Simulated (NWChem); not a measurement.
System: SiHBr, singlet; SMILES [SiH]Br

NWChem input:

```
start job
memory heap 200 mb stack 900 mb global 1100 mb
geometry units angstroms noautoz
  Si     0.100618    -1.579925     0.000000
  H     -1.442655    -1.747775     0.000000
  Br     0.017377     0.688758     0.000000
end
basis spherical
  Si library def2-svp
  H library def2-svp
  Br library def2-svp
end
dft
  xc xwpbe 0.80 cpbe96 1.0 hfexch 1.00
  cam 0.2 cam_alpha 0.2 cam_beta 0.8
  iterations 150
end
tddft
  cis
  nroots 8
end
task tddft energy
```

Low-valent species are run as closed-shell singlets; no triplet was tried in these runs. Coordinates come from a PBE-D3(BJ)/def2-SVP optimisation.

Vertical excitations in the gas phase.

Predict the main results of this run. (LRC-wPBEh/def2-SVP, TDA.) Quantities: lowest excitation, singlet (eV); oscillator strength of that lowest state; lowest state with f > 0.02, singlet (eV); oscillator strength of that bright state; lowest triplet (eV); orbital gap (eV).


```yaml
lowest excitation, singlet (eV): 2.65
oscillator_strength_of_that_lowest_state: 0.021
lowest state with f > 0.02, singlet (eV): 2.65
oscillator_strength_of_that_bright_state: 0.021
lowest triplet (eV): 1.35
orbital gap (eV): 7.33
```
